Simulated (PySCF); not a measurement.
Bond stretch in MgF, doublet.

Computed with CCSD(T) on UHF/cc-pVDZ, 2 core orbitals frozen (PySCF).

Question: Relative to R = 1.76 Å, what are the energies at R = 1.86, 1.94, 2.05, 2.39 Å?

Answer: 6.1 kJ/mol at 1.86 Å, 20.9 kJ/mol at 1.94 Å, 50.1 kJ/mol at 2.05 Å, 165.0 kJ/mol at 2.39 Å.

The scan ran from 1.43 to 7.12 Å; beyond the distances shown one of the unrestricted levels run for this scan, shown here or not, changes its spin distribution in one step.
